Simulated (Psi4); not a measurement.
C4H8O2, singlet, at a GFN2-xTB geometry; REVPBE/cc-pVDZ in Psi4.

Psi4 was given this input:
```
memory 2 GB

molecule mol {
0 1
  C     1.247602    0.545664   -0.003314
  C     0.930822   -0.856959    0.503451
  O    -0.159910   -1.431509   -0.194484
  C    -1.079178   -0.471116   -0.683883
  C    -1.099246    0.782410    0.183746
  O     0.159910    1.431509    0.194484
  H     2.096931    0.966806    0.539985
  H     1.501618    0.498592   -1.072649
  H     1.784703   -1.521487    0.351185
  H     0.705205   -0.813945    1.579306
  H    -0.818025   -0.196019   -1.716519
  H    -2.060881   -0.950849   -0.687076
  H    -1.820753    1.505531   -0.204094
  H    -1.388798    0.511371    1.209863
}

set basis cc-pvdz
set reference rks

energy('revpbe')
print_variables()
```

Question: What does Psi4 print? Leave out banner, timings and long lists.

Answer: 
```
   => Loading Basis Set <=

    Name: CC-PVDZ
    Role: ORBITAL
    Keyword: BASIS

         ---------------------------------------------------------
                                   SCF
               by Justin Turney, Rob Parrish, Andy Simmonett
                          and Daniel G. A. Smith
                              RKS Reference
         ---------------------------------------------------------

  ==> Geometry <==

    Molecular point group: c1
    Full point group: C1

    Geometry (in Angstrom), charge = 0, multiplicity = 1:

       Center              X                  Y                   Z               Mass
    ------------   -----------------  -----------------  -----------------  -----------------
         C            1.247602000000     0.545664136282    -0.003314011446    12.000000000000
         C            0.930822000000    -0.856958863718     0.503450988554    12.000000000000
         O           -0.159910000000    -1.431508863718    -0.194484011446    15.994914619570
         C           -1.079178000000    -0.471115863718    -0.683883011446    12.000000000000
         C           -1.099246000000     0.782410136282     0.183745988554    12.000000000000
         O            0.159910000000     1.431509136282     0.194483988554    15.994914619570
         H            2.096931000000     0.966806136282     0.539984988554     1.007825032230
         H            1.501618000000     0.498592136282    -1.072649011446     1.007825032230
         H            1.784703000000    -1.521486863718     0.351184988554     1.007825032230
         H            0.705205000000    -0.813944863718     1.579305988554     1.007825032230
         H           -0.818025000000    -0.196018863718    -1.716519011446     1.007825032230
         H           -2.060881000000    -0.950848863718    -0.687076011446     1.007825032230
         H           -1.820753000000     1.505531136282    -0.204094011446     1.007825032230
         H           -1.388798000000     0.511371136282     1.209862988554     1.007825032230

  Running in c1 symmetry.

  Rotational constants: A =      0.17348  B =      0.15144  C =      0.09392 [cm^-1]
  Rotational constants: A =   5200.74566  B =   4540.12638  C =   2815.69515 [MHz]
  Nuclear repulsion =  264.941786567051963

  Charge       = 0
  Multiplicity = 1
  Electrons    = 48
  Nalpha       = 24
  Nbeta        = 24

  ==> Algorithm <==

  SCF Algorithm Type is DF.
  DIIS enabled.
  MOM disabled.
  Fractional occupation disabled.
  Guess Type is SAD.
  Energy threshold   = 1.00e-06
  Density threshold  = 1.00e-06
  Integral threshold = 1.00e-12

  ==> Primary Basis <==

  Basis Set: CC-PVDZ
    Blend: CC-PVDZ
    Number of shells: 60
    Number of basis functions: 124
    Number of Cartesian functions: 130
    Spherical Harmonics?: true
    Max angular momentum: 2

  ==> DFT Potential <==

   => LibXC <=

    Version 7.1.2
    S. Lehtola, C. Steigemann, M. J. T. Oliveira, and M. A. L. Marques,  SoftwareX 7, 1–5 (2018) (10.1016/j.softx.2017.11.002)

   => Composite Functional: REVPBE <=

    revPBE GGA Exchange-Correlation Functional

    Y. Zhang and W. Yang, Phys. Rev. Lett. 80, 890, 1998

    Deriv               =              1
    GGA                 =           TRUE
    Meta                =          FALSE

    Exchange Hybrid     =          FALSE
    MP2 Hybrid          =          FALSE

   => Exchange Functionals <=

    1.0000   XC_GGA_X_PBE_R

   => Correlation Functionals <=

    1.0000     XC_GGA_C_PBE

   => LibXC Density Thresholds  <==

    XC_GGA_C_PBE:  1.00E-12
    XC_GGA_X_PBE_R:  1.00E-15

   => Molecular Quadrature <=

    Radial Scheme          =       TREUTLER
    Pruning Scheme         =           NONE
    Nuclear Scheme         =       TREUTLER

    Blocking Scheme        =         OCTREE
    BS radius alpha        =              1
    Pruning alpha          =              1
    Radial Points          =             75
    Spherical Points       =            302
    Total Points           =         294902
    Total Blocks           =           2256
    Max Points             =            256
    Max Functions          =            124
    Weights Tolerance      =       1.00E-15

   => Loading Basis Set <=

    Name: (CC-PVDZ AUX)
    Role: JKFIT
    Keyword: DF_BASIS_SCF

  ==> Integral Setup <==

  SCF_SUBTYPE=INCORE selected. In-core MEM_DF algorithm will be used.
  Using in-core AOs.

  ==> MemDFJK: Density-Fitted J/K Matrices <==

    J tasked:                   Yes
    K tasked:                    No
    wK tasked:                   No
    Algorithm:                 Core
    Schwarz Cutoff:           1E-12
    Mask sparsity (%):       0.0130
    Fitting Condition:        1E-10

   => Auxiliary Basis Set <=

  Basis Set: (CC-PVDZ AUX)
    Blend: CC-PVDZ-JKFIT
    Number of shells: 216
    Number of basis functions: 604
    Number of Cartesian functions: 686
    Spherical Harmonics?: true
    Max angular momentum: 3

  Minimum eigenvalue in the overlap matrix is 3.4066027923E-03.
  Reciprocal condition number of the overlap matrix is 5.5892519825E-04.
    Using symmetric orthogonalization.

  ==> Pre-Iterations <==

  SCF Guess: Superposition of Atomic Densities via on-the-fly atomic UHF (no occupation information).

   -------------------------
    Irrep   Nso     Nmo
   -------------------------
     A        124     124
   -------------------------
    Total     124     124
   -------------------------

  ==> Iterations <==

                           Total Energy        Delta E     RMS |[F,P]|

   @DF-RKS iter SAD:  -307.19135496174874   -3.07191e+02   0.00000e+00
   @DF-RKS iter   1:  -307.18256733098553    8.78763e-03   6.72761e-03 ADIIS/DIIS
   @DF-RKS iter   2:  -306.80436529043152    3.78202e-01   9.59781e-03 ADIIS/DIIS
   @DF-RKS iter   3:  -307.55504439329275   -7.50679e-01   1.05267e-03 ADIIS/DIIS
   @DF-RKS iter   4:  -307.56070221549186   -5.65782e-03   5.84683e-04 ADIIS/DIIS
   @DF-RKS iter   5:  -307.56251648723685   -1.81427e-03   1.90888e-04 ADIIS/DIIS
   @DF-RKS iter   6:  -307.56272866650414   -2.12179e-04   1.35539e-05 DIIS
   @DF-RKS iter   7:  -307.56273013007609   -1.46357e-06   2.35109e-06 DIIS
   @DF-RKS iter   8:  -307.56273018439458   -5.43185e-08   3.01046e-07 DIIS
  Energy and wave function converged.

  ==> Post-Iterations <==

   Electrons on quadrature grid:
      Ntotal   =   47.9999651541 ; deviation = -3.485e-05

    Orbital Energies [Eh]
    ---------------------

    Doubly Occupied:

[...]
    Virtual:

[...]
     124A      3.213810

    Final Occupation by Irrep:
              A
    DOCC [    24 ]
    NA   [    24 ]
    NB   [    24 ]

  @DF-RKS Final Energy:  -307.56273018439458

   => Energetics <=

    Nuclear Repulsion Energy =            264.9417865670519632
    One-Electron Energy =                -943.3103280624308127
    Two-Electron Energy =                 412.6664079541023966
    DFT Exchange-Correlation Energy =     -41.8605966431181571
    Empirical Dispersion Energy =           0.0000000000000000
    VV10 Nonlocal Energy =                  0.0000000000000000
    Total Energy =                       -307.5627301843945816

Computation Completed

Properties will be evaluated at   0.000000,   0.000000,   0.000000 [a0]

Properties computed using the SCF density matrix

 Multipole Moments:

 ------------------------------------------------------------------------------------
     Multipole            Electronic (a.u.)      Nuclear  (a.u.)        Total (a.u.)
 ------------------------------------------------------------------------------------

 L = 1.  Multiply by 2.5417464519 to convert [e a0] to [Debye]
 Dipole X            :         -0.0000002            0.0000000           -0.0000002
 Dipole Y            :         -0.0000013            0.0000010           -0.0000003
 Dipole Z            :         -0.0000016            0.0000009           -0.0000008
 Magnitude           :                                                    0.0000008

 ------------------------------------------------------------------------------------

  Variable Map:
  ----------------------------------------------------------------------------
[...]
  Array Variable Map:
  ----------------------------------------------------------------------------
[...]
[...]
```
